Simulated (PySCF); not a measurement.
# Fe (iron, neutral) across methods

[Ar] 3d6 4s2, high-spin 5D determinant. All numbers are calculated (PySCF 2.14, the spin-free X2C one-electron Hamiltonian (Gaussian nucleus), in ANO-RCC-VTZP (6s5p3d2f1g, 59 functions)).

```csv
method,E (hartree),mean ε 3d β (eV),mean ε 4s α (eV),mean ε 4s β (eV),Σ⟨r²⟩ (bohr²),⟨S²⟩
wB97X,-1272.641,-9.983,-8.177,-7.716,38.63,6.006
LC-wPBE,-1272.419,-10.431,-8.487,-7.582,38.94,6.010
UHF,-1271.34687,-12.800,-7.700,-6.650,40.92,6.018
B97-3,-1272.478,-7.638,-6.149,-5.487,39.11,6.007
PBE,-1272.378,-5.658,-5.647,-4.863,39.02,6.010
PBE0,-1272.394,-7.547,-6.302,-5.506,39.02,6.011
LDA,-1270.067,-5.586,-5.856,-5.077,38.66,6.010
```
